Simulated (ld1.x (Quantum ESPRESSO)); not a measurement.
# Varying the RRKJ potential for Zn (Z = 30)

Base potential:

```
Element                 : zinc
Generator               : ld1.x (Quantum ESPRESSO) 7.5
Type                    : norm-conserving RRKJ (Kleinman–Bylander form)
Functional              : LDA (PZ)
Relativity              : scalar-relativistic
Frozen core             : [Ne]
Valence charge          : 20
Reference configuration : 3s2 3p6 3d10 4s0 4p0 (charge +2)
Partial waves           : 3p (bound): rc 1.10 bohr; 3d (bound): rc 1.20 bohr; 3s (bound): rc 1.05 bohr
Local potential         : the s channel
Core correction         : none
rho0                    : 0.01
```

Cutoffs, loose and tight: the cutoffs (Ry, on a coarse ladder) from which the occupation-weighted sum of valence levels, in a spherical-Bessel basis at the reference potential, stays within 10 and 1 mRy of its value at 400 Ry. They do not see the model core or the augmentation charge, which bear on the density cutoff. Test errors are all-electron minus pseudo excitation energies from the reference, over the configurations 3s2 3p6 3d10 4s2 4p0; 3s2 3p6 3d10 4s1 4p0; 3s2 3p6 3d9 4s0 4p0; 3s2 3p5 3d10 4s2 4p0; 3s2 3p6 3d10 4s1.5 4p0; 3s2 3p6 3d10 4s0 4p2; 3s2 3p6 3d8 4s0 4p0 (two spin-polarised tests are not counted in the largest error). A dash means not determined; rows that change the core or the reference have their own tests.

Cutoffs are not given where the Bessel-basis levels miss the radial ones by over 6 mRy, ghosts where they miss by over 20 mRy; a channel whose overlap is not positive is not tested.

A file whose overlap is not positive is unfit for use, and its test errors describe a broken file.

| change | outcome | cutoff, loose | cutoff, tight | bound ghosts | largest test error (meV) |
| --- | --- | --- | --- | --- | --- |
| base | generated | 160 Ry | 200 Ry | none | +2557 |
| core correction a·sin(br)/r model core inside 0.94 bohr | generated | 160 Ry | 200 Ry | none | +2557 |
| type PAW; waves now 3s (bound): rcut 0.90, rcutus 1.05 bohr; 4s (bound): rcut 0.90, rcutus 1.05 bohr; 3p (bound): rcut 1.00, rcutus 1.10 bohr; 4p (bound): rcut 1.00, rcutus 1.10 bohr; 3d (bound): rcut 1.05, rcutus 1.20 bohr; 3d channel at 0.2 Ry: rcut 1.05, rcutus 1.20 bohr; local potential all-electron potential smoothed inside 1.20 bohr (lloc = -1); core correction a·sin(br)/r model core, default radius (ld1.x builds one for every PAW set, though the input has nlcc=.false.); augmentation PSQ, inside the norm-conserving radii; rho0 0 | generated, overlap not positive | – | – | not determined (overlap not positive) | -40 |
| wave 3d (bound): rc 1.20 bohr becomes 3d (bound): rc 0.88 bohr | generated | 230 Ry | over 300 Ry | none | +2653 |
| all radii scaled by about 1.15 (s 1.20, p 1.26, d 1.38 bohr) | generated | 120 Ry | 180 Ry | none | +4425 |
| core [Ar], valence charge 12; reference 3d10 4s1 4p0; waves now 4s (bound): rc 1.70 bohr; 4p (bound): rc 2.05 bohr; 3d (bound): rc 1.05 bohr; local potential all-electron potential smoothed inside 1.85 bohr (lloc = -1); core correction Bessel-smoothed model core inside 0.60 bohr | generated | 160 Ry | 260 Ry | none | -347 over the solved tests; 1 of 9 tests not solved or not reliable |
| wave 3s (bound): rc 1.05 bohr becomes 3s (bound): rc 1.32 bohr | generated | 140 Ry | 200 Ry | none | +6227 |
| wave 3p (bound): rc 1.10 bohr becomes 3p (bound): rc 1.24 bohr | generated | 160 Ry | 200 Ry | none | +2588 |
| reference 3s2 3p6 3d10 4s2 4p0 | generated, misses its reference levels by 0.81 eV | 160 Ry | 200 Ry | none | -3944 |

Task: What comes out with this change to the base: local potential the d channel?

Result: outcome: generated; cutoff, loose: 180 Ry; cutoff, tight: over 300 Ry; bound ghosts: none; largest test error (meV): -1432.

Task: What comes out with this change to the base: non-relativistic?

Result: outcome: generated; cutoff, loose: 160 Ry; cutoff, tight: 230 Ry; bound ghosts: none; largest test error (meV): +2345.
